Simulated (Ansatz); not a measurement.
`[OH][Sn]([F])([Cl])[Br]`. The species carries charge 0 and has multiplicity 1. Sn takes the def2 core potential.

Z-matrix (Å, degrees):
```
Sn
F 1 1.899
Cl 1 2.277 2 107.5
O 1 1.929 2 108.2 3 116.3
Br 1 2.435 2 106.7 3 -122.1
H 4 0.962 1 113.2 2 75.7
```

List the harmonic frequencies (cm⁻¹, unscaled) at PBE0-D4/def2-TZVP in Ansatz. (Best estimate.)

Ansatz gave: 32, 90, 125, 140, 163, 179, 274, 405, 643, 664, 879, 3871.

Is this a minimum?

Yes, all 12 modes are real.

Give the ideal-gas thermochemistry at 298.15 K and 1 bar (rigid rotor, harmonic oscillator; point group C1, symmetry number 1).

Zero-point energy 44.6 kJ/mol; H(298) − E = 68.4 kJ/mol; entropy 401.2 J/(mol·K), of which translation 178.7, rotation 124.5, vibration 98.1; G(298) − E = -51.2 kJ/mol. Modes under 100 cm⁻¹ are hindered rotations or soft bends, so the harmonic entropy is rough.

And at 400, 500, 600, 800 and 1000 K?


| T (K) | H − E (kJ/mol) | S (J/mol/K) | G − E (kJ/mol) |
| --- | --- | --- | --- |
| 400 | 79.4 | 433.1 | -93.8 |
| 500 | 90.8 | 458.4 | -138.4 |
| 600 | 102.5 | 479.7 | -185.3 |
| 800 | 126.4 | 514.1 | -284.8 |
| 1000 | 150.8 | 541.3 | -390.5 |
